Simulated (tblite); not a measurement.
Species: C4H12Si2.
Bonds: Si1–Si2, Si2–C3, C3–C4, C4–C5, C5–C6, C3–C6. Hydrogens: H7, H8, H9 on Si1; H10, H11 on Si2; H12 on C3; H13, H14 on C4; H15, H16 on C5; H17, H18 on C6.

Computed with GFN2-xTB (tblite), gas phase: Langevin dynamics at 300 K from the optimised GFN2-xTB geometry, time step 0.5 fs, friction 0.01 fs⁻¹, 2000 steps. The instantaneous temperature is 2·E(kin)/(3Nk) with all 3N coordinates.

| t (fs) | T (K) | E(pot) above start (eV) | Si1–Si2 (Å) | Si2–C3 (Å) | C3–C4 (Å) | C4–C5 (Å) | C5–C6 (Å) | Si1–H7 (Å) | Si1–Si2–C3–C4 (°) |
| --- | --- | --- | --- | --- | --- | --- | --- | --- | --- |
| 0 | 254 | 0.000 | 2.310 | 1.903 | 1.540 | 1.533 | 1.534 | 1.465 | -164 |
| 50 | 157 | 0.442 | 2.271 | 1.941 | 1.550 | 1.573 | 1.512 | 1.474 | -169 |
| 100 | 204 | 0.385 | 2.265 | 1.899 | 1.545 | 1.500 | 1.501 | 1.466 | -168 |
| 150 | 233 | 0.420 | 2.311 | 1.926 | 1.512 | 1.532 | 1.543 | 1.422 | -166 |
| 200 | 188 | 0.589 | 2.346 | 1.892 | 1.554 | 1.540 | 1.559 | 1.489 | -159 |
| 250 | 250 | 0.508 | 2.300 | 1.886 | 1.543 | 1.546 | 1.548 | 1.545 | -162 |
| 300 | 267 | 0.588 | 2.275 | 1.958 | 1.518 | 1.499 | 1.526 | 1.479 | -160 |
| 350 | 296 | 0.376 | 2.336 | 1.872 | 1.562 | 1.569 | 1.503 | 1.440 | -163 |
| 400 | 245 | 0.587 | 2.436 | 1.914 | 1.594 | 1.472 | 1.561 | 1.405 | -167 |
| 450 | 226 | 0.475 | 2.231 | 1.914 | 1.549 | 1.598 | 1.491 | 1.477 | -173 |
| 500 | 233 | 0.708 | 2.329 | 1.888 | 1.595 | 1.510 | 1.568 | 1.569 | -168 |
| 550 | 204 | 0.574 | 2.347 | 1.932 | 1.507 | 1.536 | 1.486 | 1.502 | -167 |
| 600 | 293 | 0.475 | 2.313 | 1.873 | 1.550 | 1.561 | 1.551 | 1.440 | -169 |
| 650 | 329 | 0.554 | 2.330 | 1.922 | 1.512 | 1.529 | 1.561 | 1.554 | -164 |
| 700 | 252 | 0.787 | 2.342 | 1.878 | 1.523 | 1.553 | 1.493 | 1.572 | -150 |
| 750 | 263 | 0.555 | 2.369 | 1.861 | 1.549 | 1.501 | 1.591 | 1.467 | -146 |
| 800 | 226 | 0.635 | 2.255 | 1.900 | 1.545 | 1.567 | 1.518 | 1.400 | -143 |
| 850 | 280 | 0.687 | 2.366 | 1.930 | 1.494 | 1.532 | 1.555 | 1.464 | -142 |
| 900 | 243 | 0.662 | 2.368 | 1.852 | 1.583 | 1.553 | 1.544 | 1.551 | -155 |
| 950 | 263 | 0.497 | 2.278 | 1.894 | 1.547 | 1.509 | 1.512 | 1.485 | -170 |
| 1000 | 268 | 0.391 | 2.287 | 1.944 | 1.586 | 1.537 | 1.512 | 1.438 | -175 |

Task: From 500 fs on, how do temperature and potential energy compare with equipartition?

Result: The mean temperature of these 11 frames is 259 K against the target 300 K, and the mean potential energy 0.59 eV against 48 × kT/2 = 0.62 eV for 48 classical harmonic modes. For 18 atoms in a canonical ensemble the temperature itself scatters by T·√(2/(3N)) = 58 K; here its standard deviation is 33 K. The whole run lasts only 10 friction times of 100 fs, so these averages carry a wide statistical error.

Task: What are the kinetic and total energies of the listed frame with the highest potential energy?

Result: The one at 700 fs, 0.787 eV above the start. Its kinetic energy is 3NkT/2 = 0.587 eV at 252 K, so the sum is 1.37 eV; over the listed frames the sum runs from 0.59 to 1.37 eV, since the thermostat adds and removes energy.

Task: How much do the listed bonds fluctuate from 500 fs on?

Result: 
| bond | at the start (Å) | mean (Å) | standard deviation (Å) |
| --- | --- | --- | --- |
| Si1–Si2 | 2.310 | 2.326 | 0.037 |
| Si2–C3 | 1.903 | 1.898 | 0.029 |
| C3–C4 | 1.540 | 1.545 | 0.032 |
| C4–C5 | 1.533 | 1.535 | 0.021 |
| C5–C6 | 1.534 | 1.535 | 0.032 |
| Si1–H7 | 1.465 | 1.495 | 0.057 |

The motion is classical and holds no zero-point motion.

What follows is the cost of the whole dynamics run. On AMD EPYC, one thread, shared host, this took 34 s of wall time and 0.18 GiB of memory at its peak.
